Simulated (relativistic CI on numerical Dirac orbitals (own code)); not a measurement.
# Electric-dipole lines of Tb⁴²⁺

Method of calculation: Dirac-Coulomb-Breit CI, KLI orbitals optimised for each configuration, model QED (radiative potential, 1s self-energy scaled to tabulated hydrogen-like ionisation energies), unscaled Slater integrals (own radial code, finite nucleus).

CI space (outside the closed core [Ne]): 3s2 3p6 3d5, 3s2 3p5 3d6, 3s2 3p4 3d7, 3s 3p6 3d6, 3p6 3d7, 3s 3p5 3d7, 3s2 3p6 3d4 4s, 3s2 3p6 3d4 4p, 3s2 3p4 3d6 4s, 3s2 3p5 3d5 4s, 3s2 3p6 3d4 4f, 3p6 3d6 4s, 3s2 3p6 3d3 4s2, 3s2 3p6 3d4 5s, 3p6 3d5 4s2. Levels of other configurations are missing.

| λ vac (nm) | Lower | Upper | A (s⁻¹) | E lower (Ry) | E upper (Ry) |
| --- | --- | --- | --- | --- | --- |
| 2.5711 | 3s2 3p6 3d5 2I_11/2 [13] | 3s2 3p5 3d6 2G°_9/2 [182] | 1.12e+12 | 5.3937 | 40.8364 |
| 2.5962 | 3s2 3p6 3d5 2I_13/2 [16] | 3s2 3p5 3d6 2H°_11/2 [183] | 3.22e+12 | 5.7365 | 40.8365 |
| 2.6177 | 3s2 3p6 3d5 6S_5/2 [2] | 3s2 3p5 3d6 4D°_7/2 [155] | 5.80e+11 | 2.0426 | 36.8547 |
| 2.6242 | 3s2 3p6 3d5 2G_9/2 [25] | 3s2 3p5 3d6 2F°_7/2 [191] | 1.84e+12 | 7.4764 | 42.2013 |
| 2.6315 | 3s2 3p6 3d5 2H_11/2 [5] | 3s2 3p5 3d6 4F°_9/2 [157] | 2.36e+12 | 2.9473 | 37.5765 |
| 2.6451 | 3s2 3p6 3d5 2H_11/2 [30] | 3s2 3p5 3d6 2G°_9/2 [200] | 2.16e+12 | 8.7254 | 43.1771 |
| 2.6543 | 3s2 3p6 3d5 4G_9/2 [6] | 3s2 3p5 3d6 4F°_9/2 [157] | 7.88e+11 | 3.2454 | 37.5765 |
| 2.6560 | 3s2 3p6 3d5 2H_11/2 [30] | 3s2 3p5 3d6 2H°_11/2 [198] | 1.96e+12 | 8.7254 | 43.0351 |
| 2.6701 | 3s2 3p6 3d5 2F_7/2 [9] | 3s2 3p5 3d6 4F°_5/2 [158] | 1.27e+12 | 3.7614 | 37.8894 |
| 2.6783 | 3s2 3p6 3d5 4G_7/2 [3] | 3s2 3p5 3d6 4D°_7/2 [155] | 8.78e+11 | 2.8305 | 36.8547 |
| 2.7114 | 3s2 3p6 3d5 4G_9/2 [6] | 3s2 3p5 3d6 4D°_7/2 [155] | 1.15e+12 | 3.2454 | 36.8547 |
| 2.7422 | 3s2 3p6 3d5 2I_11/2 [13] | 3s2 3p5 3d6 4H°_11/2 [163] | 7.39e+11 | 5.3937 | 38.6245 |
| 2.7485 | 3s2 3p6 3d5 2I_13/2 [16] | 3s2 3p5 3d6 2I°_13/2 [165] | 1.17e+12 | 5.7365 | 38.8921 |
| 3.5550 | 3s2 3p6 3d5 4G_7/2 [3] | 3s2 3p5 3d6 4P°_5/2 [97] | 1.03e+12 | 2.8305 | 28.4635 |
| 3.6161 | 3s2 3p6 3d5 2I_11/2 [13] | 3s2 3p5 3d6 2H°_9/2 [124] | 5.55e+11 | 5.3937 | 30.5939 |
| 3.6197 | 3s2 3p6 3d5 2H_11/2 [5] | 3s2 3p5 3d6 4G°_9/2 [90] | 5.80e+11 | 2.9473 | 28.1226 |
| 3.6221 | 3s2 3p6 3d5 6S_5/2 [2] | 3s2 3p5 3d6 6P°_3/2 [76] | 6.51e+11 | 2.0426 | 27.2009 |
| 3.6243 | 3s2 3p6 3d5 4G_9/2 [6] | 3s2 3p5 3d6 4F°_7/2 [94] | 1.00e+12 | 3.2454 | 28.3885 |
| 3.6496 | 3s2 3p6 3d5 2I_13/2 [16] | 3s2 3p5 3d6 2H°_11/2 [126] | 9.05e+11 | 5.7365 | 30.7057 |
| 3.6610 | 3s2 3p6 3d5 4G_9/2 [14] | 3s2 3p5 3d6 2F°_7/2 [119] | 6.87e+11 | 5.5158 | 30.4068 |
| 3.6631 | 3s2 3p6 3d5 4G_9/2 [6] | 3s2 3p5 3d6 4G°_9/2 [90] | 4.94e+11 | 3.2454 | 28.1226 |
| 3.6725 | 3s2 3p6 3d5 4P_5/2 [1] | 3s2 3p5 3d6 6P°_3/2 [52] | 9.04e+11 | 0.0000 | 24.8132 |
| 3.6738 | 3s2 3p6 3d5 4P_5/2 [1] | 3s2 3p5 3d6 4P°_5/2 [51] | 9.49e+11 | 0.0000 | 24.8043 |
| 3.7033 | 3s2 3p6 3d5 2H_11/2 [5] | 3s2 3p5 3d6 4G°_11/2 [81] | 7.98e+11 | 2.9473 | 27.5545 |
| 3.7257 | 3s2 3p6 3d5 6S_5/2 [2] | 3s2 3p5 3d6 2F°_5/2 [67] | 3.76e+11 | 2.0426 | 26.5015 |
| 3.7262 | 3s2 3p6 3d5 4G_7/2 [3] | 3s2 3p5 3d6 4F°_7/2 [78] | 4.74e+11 | 2.8305 | 27.2864 |
| 3.8016 | 3s2 3p6 3d5 2F_7/2 [9] | 3s2 3p5 3d6 2F°_7/2 [83] | 5.25e+11 | 3.7614 | 27.7321 |
| 3.8351 | 3s2 3p6 3d5 4P_5/2 [1] | 3s2 3p5 3d6 4D°_7/2 [44] | 4.22e+11 | 0.0000 | 23.7614 |
| 3.8359 | 3s2 3p6 3d5 2I_11/2 [13] | 3s2 3p5 3d6 2I°_11/2 [107] | 5.06e+11 | 5.3937 | 29.1503 |
| 3.8789 | 3s2 3p6 3d5 2I_13/2 [16] | 3s2 3p5 3d6 2I°_13/2 [109] | 4.84e+11 | 5.7365 | 29.2294 |

Terms are leading LS components. Brackets give the number of a level in order of energy, since labels repeat. The list gives strong lines, with weight on those to low levels, without lines whose two gauges differ by over a factor of 2.5, among the lowest 200 of 2819 levels, so that lines to higher ones, which can be the strongest, are missing. Levels whose partners in the same complex of configurations lie outside the list can be far off, and so can their lines. Rates are taken at the computed energies, electric ones in the length gauge.

At this charge energies of transitions that change n are usually good to better than 1 %, and those within a shell (Δn = 0) to a few per cent.

LS names give the leading component of a level, which can be under half, so a name can repeat, a term be missing and a line seem to break the LS rules.
